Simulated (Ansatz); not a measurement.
Reaction (formal exchange of groups at the Si–Si bond): `FC[SiH2][SiH2]F` + `SSS` → `F[SiH2]SS` + `FC[SiH2]S`

Isolated molecules relaxed with PBE0-D4/def2-TZVP in Ansatz; ΔE leaves out vibrations. CBS: MP2 limit from def2 TZ/QZ plus the TZ coupled-cluster correction, frozen cores. DFT in def2-TZVPP. B3LYP here is the variant with VWN-RPA as its local correlation; programs differ in this. Each species was taken in one conformer, which may not be the lowest.

(1) Is it downhill or uphill in electronic energy at CCSD(T)/CBS, and by how much? (Estimate.)

(2) What do these levels give: PBE-D4, PBE0-D4, B3LYP-D4, CCSD(T)/def2-SVP, MP2/def2-TZVPP, SCS-MP2/def2-TZVPP? (Best estimate.)

Largest T1 diagnostic among the species: 0.014.

## Answers

(1) Ansatz gave: Downhill: ΔE = -37.4 kcal/mol.

(2) The calculation gave: PBE-D4 -31.4, PBE0-D4 -34.6, B3LYP-D4 -33.8, CCSD(T)/def2-SVP -38.7, MP2/def2-TZVPP -41.2, SCS-MP2/def2-TZVPP -39.8 kcal/mol.

From r2SCAN to r2SCAN0 (25 % exact exchange), in def2-TZVPP and without D4, ΔE moves by −1.9 kcal/mol. At CCSD(T), def2-SVP lies −1.2 kcal/mol from the extrapolated value and def2-TZVPP −0.8 kcal/mol. Leaving LDA and LC-ωPBE aside and taking each functional with its dispersion term where it has one, the values, not all of them listed here, spread over 7.5 kcal/mol, from PBE-QIDH to BLYP-D4. LDA lies −1.8 kcal/mol from PBE without D4.
